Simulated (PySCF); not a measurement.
# Cr⁺ (chromium, charge +1) across methods

[Ar] 3d4 4s1, high-spin 6D determinant (an excited configuration). Computed with PySCF 2.14 in aug-cc-pVDZ-DK, with scalar relativity by spin-free X2C-1e.

```json
{"method": "BHandHLYP", "E (hartree)": "-1050.450", "mean ε 3p β (eV)": "-59.874", "mean ε 3d α (eV)": "-19.276", "mean ε 4s α (eV)": "-13.228", "Σ⟨r²⟩ (bohr²)": "26.71", "⟨S²⟩": "8.751"}
{"method": "PBE0", "E (hartree)": "-1050.258", "mean ε 3p β (eV)": "-57.254", "mean ε 3d α (eV)": "-17.302", "mean ε 4s α (eV)": "-12.706", "Σ⟨r²⟩ (bohr²)": "26.75", "⟨S²⟩": "8.750"}
{"method": "PW91", "E (hartree)": "-1050.522", "mean ε 3p β (eV)": "-54.591", "mean ε 3d α (eV)": "-15.228", "mean ε 4s α (eV)": "-12.109", "Σ⟨r²⟩ (bohr²)": "26.82", "⟨S²⟩": "8.750"}
{"method": "BP86", "E (hartree)": "-1050.605", "mean ε 3p β (eV)": "-54.716", "mean ε 3d α (eV)": "-15.223", "mean ε 4s α (eV)": "-12.215", "Σ⟨r²⟩ (bohr²)": "26.77", "⟨S²⟩": "8.750"}
{"method": "r2SCAN", "E (hartree)": "-1050.433", "mean ε 3p β (eV)": "-55.287", "mean ε 3d α (eV)": "-15.575", "mean ε 4s α (eV)": "-12.286", "Σ⟨r²⟩ (bohr²)": "26.68", "⟨S²⟩": "8.750"}
{"method": "PBE", "E (hartree)": "-1050.225", "mean ε 3p β (eV)": "-54.495", "mean ε 3d α (eV)": "-15.136", "mean ε 4s α (eV)": "-12.030", "Σ⟨r²⟩ (bohr²)": "26.86", "⟨S²⟩": "8.750"}
{"method": "UHF", "E (hartree)": "-1049.40371", "mean ε 3p β (eV)": "-64.172", "mean ε 3d α (eV)": "-23.211", "mean ε 4s α (eV)": "-14.375", "Σ⟨r²⟩ (bohr²)": "26.97", "⟨S²⟩": "8.751"}
{"method": "LDA", "E (hartree)": "-1048.126", "mean ε 3p β (eV)": "-54.573", "mean ε 3d α (eV)": "-15.261", "mean ε 4s α (eV)": "-12.275", "Σ⟨r²⟩ (bohr²)": "26.76", "⟨S²⟩": "8.750"}
```

(1) Estimate the same row for wB97M-V.

Answers

(1) E (hartree) = -1050.369; mean ε 3p β (eV) = -59.921; mean ε 3d α (eV) = -19.690; mean ε 4s α (eV) = -14.542; Σ⟨r²⟩ (bohr²) = 26.96; ⟨S²⟩ = 8.750.
